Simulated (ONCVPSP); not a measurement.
# Si, ONCV: configuration errors across variants

ONCVPSP 4.0.1 input, shortened (lines: element, Z, core and valence counts, functional; n l f; lmax; l rc ep ncon nbas qcut; lloc lpopt rc5 dvloc0; l nproj debl; icmod fcfact rcfact), PBEsol, non-relativistic:

```
  Si 14.00    3    2  -116133      upf
    1    0    2.00
    2    0    2.00
    2    1    6.00
    3    0    2.00
    3    1    1.00
    2
    0    1.75    0.00    4    8    3.30
    1    2.10    0.00    4    7    4.40
    2    1.80    0.08    4    7    5.50
    4    5    1.35    4.00
    0    2    2.50
    1    2    3.20
    2    2    1.00
    3    3.00    1.75
```

All-electron excitation energies from the reference (eV): (1) 3s2 3p2 -7.724; (2) 3s2 3p0 15.976; (3) 3s1 3p0 49.806; (4) 3s1 3p2 7.347.

1 further variants failed, have other tests or another functional or relativity, and are left out.

Errors AE − PS in meV (a dash: test not solved or not reliable):

| change | (1) | (2) | (3) | (4) | bound ghosts | GHOST(+) flags above zero |
| --- | --- | --- | --- | --- | --- | --- |
| base | -0.1 | -14 | -200 | -8.9 | none | s |
| s: qcut 3.4; p: qcut 4.6; d: qcut 5.7 | -0.1 | -14 | -199 | -8.7 | none | s |
| s: qcut 4.7 | 0.0 | -15 | -192 | -6.0 | none | none |
| all radii but the core radius scaled by about 0.93 (s 1.62, p 1.94, d 1.68 bohr); local potential polynomial inside 1.26 bohr (lpopt 5, dvloc0 4 Ha) | 0.0 | -14 | -196 | -8.0 | none | s |
| p: ncon 3, nbas 6 | -0.3 | -15 | -203 | -8.4 | none | s |
| p: qcut 3.9 | -0.1 | -15 | -202 | -8.5 | none | s |

(1) Give the same row for: s: nproj 0; local potential the s channel.

## Answers

(1) +0.8, -11, -187, -8.7; bound ghosts: none; GHOST(+) flags above zero: none.
